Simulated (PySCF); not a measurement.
ECD: `C[C@@H]1[SiH2][C@H](F)[Si@@H]1C#N`, C$_{4}$H$_{8}$FNSi$_{2}$

Geometry (Å), atoms numbered from 1 in this order:
```xyz
16

C     1.823   -0.754   -0.475
C     0.847    0.398   -0.260
Si    0.159    0.678    1.527
C    -1.555    0.973    0.660
F    -2.661    0.368    1.243
Si   -0.919    0.234   -1.013
C    -1.364   -1.571   -1.143
N    -1.605   -2.688   -1.226
H     2.745   -0.586    0.079
H     2.076   -0.860   -1.529
H     1.392   -1.694   -0.138
H     1.323    1.312   -0.628
H     0.148   -0.534    2.337
H     0.690    1.827    2.258
H    -1.821    2.031    0.573
H    -1.288    0.874   -2.275
```

Computed, not measured: PySCF 2.14.0, TDDFT BHandHLYP/def2-SVPD circular dichroism and optical rotation, one conformer, gas phase. Geometry: GFN2-xTB.

Q: Assign R or S to each stereocentre.

A: C2 R, C4 S, Si6 R.

Q: List the lowest 16 singlet excitations with oscillator and rotatory strengths.

A: Rotatory strengths R in 10⁻⁴⁰ esu² cm², velocity form and length form (origin at the centre of mass); f in length form.
```csv
state,E (eV),λ (nm),f,R (velocity),R (length),main
1,6.27,198,0.021,+26.6,+26.4,"HOMO−1→LUMO 0.42, HOMO→LUMO 0.34"
2,6.50,191,0.043,-48.0,-47.4,"HOMO−1→LUMO 0.46, HOMO→LUMO 0.20"
3,6.75,184,0.095,+28.6,+28.0,"HOMO→LUMO+1 0.40, HOMO→LUMO 0.35"
4,6.94,179,0.010,+12.6,+13.3,"HOMO−2→LUMO 0.43, HOMO−2→LUMO+1 0.11"
5,7.04,176,0.004,-16.8,-17.2,"HOMO−2→LUMO 0.29, HOMO→LUMO+2 0.13"
6,7.13,174,0.011,+9.4,+8.6,"HOMO−1→LUMO+1 0.54, HOMO−1→LUMO+2 0.11"
7,7.22,172,0.006,-5.0,-5.1,"HOMO→LUMO+2 0.20, HOMO−3→LUMO 0.16"
8,7.41,167,0.009,-9.2,-8.8,"HOMO−2→LUMO+1 0.26, HOMO→LUMO+2 0.16"
9,7.47,166,0.044,+16.0,+16.1,"HOMO−1→LUMO+2 0.23, HOMO−5→LUMO 0.13"
10,7.61,163,0.006,+1.4,+1.5,"HOMO−5→LUMO+1 0.20, HOMO−2→LUMO+2 0.16"
11,7.69,161,0.003,-0.4,-0.2,"HOMO−1→LUMO+2 0.48, HOMO−1→LUMO+1 0.22"
12,7.90,157,0.007,-1.0,-0.9,"HOMO−2→LUMO+2 0.48, HOMO−2→LUMO+1 0.25"
13,8.22,151,0.008,-6.7,-6.4,"HOMO→LUMO+3 0.56, HOMO→LUMO+4 0.21"
14,8.25,150,0.010,-12.2,-11.7,"HOMO−6→LUMO 0.21, HOMO−1→LUMO+3 0.14"
15,8.37,148,0.007,+12.0,+11.9,"HOMO→LUMO+4 0.32, HOMO−1→LUMO+3 0.11"
16,8.41,147,0.016,+2.9,+3.1,"HOMO→LUMO+4 0.30, HOMO−1→LUMO+3 0.16"
```

Among the states computed, the strongest CD band (largest |R|) is state 2. The largest dissymmetry factor in size, g = 4R/(D+G), with D and G the electric and magnetic dipole strengths, is -0.039 for state 5 (velocity form, f = 0.005), among bands with |R| over 0.5. The mirror image has the same energies and oscillator strengths and all R with the opposite sign.
